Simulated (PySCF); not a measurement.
A GIAO shielding run with PySCF (density fitting, non-relativistic, gas phase) on `CC[Si@@H](N)S[SiH2]N`, C2H12N2SSi2:

```
$ OMP_NUM_THREADS=1 python probes_run.py task.json out

{"job": {"kind": "nmr", "xc": "PBE0", "basis": "pcSseg-1"}, "charge": 0, "multiplicity": 1}
C     -3.214607    -0.908549    -0.391911
C     -1.868407    -1.268471     0.219664
Si    -0.479004    -0.139385    -0.388945
N     -0.843959     1.480869     0.052525
S      1.325584    -0.667956     0.648970
Si     2.777631     0.550403    -0.342693
N      4.076822     0.571874     0.769351
H     -3.506165     0.100155    -0.108935
H     -3.169309    -0.956154    -1.477954
H     -3.991106    -1.592368    -0.052751
H     -1.630660    -2.303786    -0.024732
H     -1.940295    -1.217042     1.306386
H     -0.221397    -0.347278    -1.822092
H     -1.698496     1.909183    -0.260825
H     -0.107995     2.163239     0.129807
H      3.030246    -0.033796    -1.660966
H      2.301717     1.922934    -0.497822
H      4.178219    -0.198033     1.410340
H      4.971378     0.943411     0.500286
```

Hardware: 1 thread of an Intel Xeon, shared host. The job also computes population analyses, field gradients.

(1) How large is the calculation?

(2) How long does it take, and how much memory does it need?

Answers

(1) 82 electrons, 200 basis functions and 1101 auxiliary functions.

(2) 85 s of wall time, with 12 SCF cycles and 4 response iterations; peak memory 0.83 GiB. Times on a shared host scatter by some tens of per cent.
